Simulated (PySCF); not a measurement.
**Excitation energy of Si by level of theory**

Si [Ne] 3s2 3p2 (3P) → Si [Ne] 3s2 3p1 4s1 (3P), as a difference of total energies. Computed with PySCF 2.14 in dyall-acv3z (19s12p6d4f, 113 functions), with scalar relativity by spin-free X2C-1e. Correlated levels: valence: [Ne] frozen; valence and next inner shell: 1s2 frozen; virtual orbitals above 40 to 60 times the deepest correlated orbital energy dropped. The calculations carry no spin-orbit coupling.

```csv
method,excitation energy (eV)
UHF,4.711
LDA,4.863
PBE,4.871
PBE0,4.948
r2SCAN,5.150
M06-L,5.195
BLYP,4.750
TPSSh,5.036
MP2 (valence),4.928
SCS-MP2 (valence),4.887
MP2 (valence and next inner shell),4.914
SCS-MP2 (valence and next inner shell),4.877
```

Question: How much does correlation contribute at MP2 (valence and next inner shell)?

Answer: 4.914 − (4.711) = 0.203 eV, measured against UHF.

The promoted electron is Rydberg-like, and one or two diffuse shells describe it only roughly, which tends to raise the upper state.
